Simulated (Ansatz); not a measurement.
Two spin states of AlCu, each at its own minimum; 2S+1 = 1, 3 were tried, and the measured ground state has 1. No spin–orbit coupling. Cu is treated without relativity.

Each state is the lowest solution found for its spin in def2 and cc sets. The singlet is a restricted closed-shell determinant, which can mix singlet states where a π or δ shell is part-filled.

The values were computed with Ansatz (Gaussian orbitals). 

Question: One of these levels gives 28.15 kcal/mol for the energy of the multiplicity-3 state above the multiplicity-1 state. Which?
A. wB97X-V/def2-TZVPP
B. PBE/def2-TZVPP
C. PBE0/def2-TZVPP

Answer: B, PBE/def2-TZVPP. The others give 22.51 (PBE0/def2-TZVPP), 25.05 (wB97X-V/def2-TZVPP)

Ansatz is an electronic-structure program.
